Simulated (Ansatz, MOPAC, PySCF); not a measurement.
C3H8O3Sn, SMILES `[OH][Sn]([OH])([CH2]C=C)[OH]`, neutral singlet in the gas phase. In the def2 sets core potentials replace the inner electrons of Sn.

Z-matrix (Å, degrees):
```
Sn
O 1 1.9804
H 2 0.9652 1 110.23
O 1 1.9815 2 106.89 3 7.81
H 4 0.9655 1 109.74 2 -108.37
O 1 1.9827 2 106.89 3 -104.10
H 6 0.9652 1 110.54 2 -8.42
C 1 2.1468 2 111.70 3 133.25
H 8 1.0999 1 106.47 2 -42.66
H 8 1.1006 9 108.88 1 113.26
C 8 1.4878 9 112.77 10 125.95
C 11 1.3359 8 125.16 9 12.13
H 12 1.0925 11 121.16 8 179.02
H 12 1.0947 13 117.20 11 179.90
H 11 1.0968 12 118.89 13 0.73
```
Charge 0, multiplicity 1.

All levels are single points at this geometry (PBE0-D3(BJ)/def2-SVP); Pople sets use spherical d functions. Orbital energies aren't observables, and empty levels follow the basis.

```json
[
 {"level": "B3LYP-D3(BJ)/def2-TZVP in Ansatz", "HOMO (eV)": "-7.10", "LUMO (eV)": "-1.47", "gap (eV)": "5.63", "dipole (D)": "0.57", "vertical IE, Delta-SCF (eV)": "9.10"},
 {"level": "CAM-B3LYP-D3(BJ)/def2-TZVP in Ansatz", "HOMO (eV)": "-8.59", "LUMO (eV)": "-0.19", "gap (eV)": "8.40", "dipole (D)": "0.53", "vertical IE, Delta-SCF (eV)": "–"},
 {"level": "PBE-D3(BJ)/def2-TZVP in Ansatz", "HOMO (eV)": "-6.19", "LUMO (eV)": "-2.09", "gap (eV)": "4.10", "dipole (D)": "0.50", "vertical IE, Delta-SCF (eV)": "8.75"},
 {"level": "B3LYP/6-31G* (LANL2DZ on Sn) in PySCF", "HOMO (eV)": "-6.78", "LUMO (eV)": "-0.78", "gap (eV)": "6.01", "dipole (D)": "0.40", "vertical IE, Delta-SCF (eV)": "8.90"},
 {"level": "HF/6-31G* (LANL2DZ on Sn) in PySCF", "HOMO (eV)": "-9.54", "LUMO (eV)": "3.19", "gap (eV)": "12.72", "dipole (D)": "0.56", "vertical IE, Delta-SCF (eV)": "8.22"},
 {"level": "AM1 in MOPAC", "HOMO (eV)": "-9.11", "LUMO (eV)": "-0.54", "gap (eV)": "8.56", "dipole (D)": "0.46", "vertical IE, Delta-SCF (eV)": "–"},
 {"level": "PM3 in MOPAC", "HOMO (eV)": "-9.88", "LUMO (eV)": "-1.18", "gap (eV)": "8.70", "dipole (D)": "0.34", "vertical IE, Delta-SCF (eV)": "–"},
 {"level": "PM6 in MOPAC", "HOMO (eV)": "-9.91", "LUMO (eV)": "-0.81", "gap (eV)": "9.10", "dipole (D)": "0.17", "vertical IE, Delta-SCF (eV)": "–"},
 {"level": "PM7 in MOPAC", "HOMO (eV)": "-9.70", "LUMO (eV)": "0.58", "gap (eV)": "10.28", "dipole (D)": "0.29", "vertical IE, Delta-SCF (eV)": "–"}
]
```

Ansatz is an electronic-structure program.
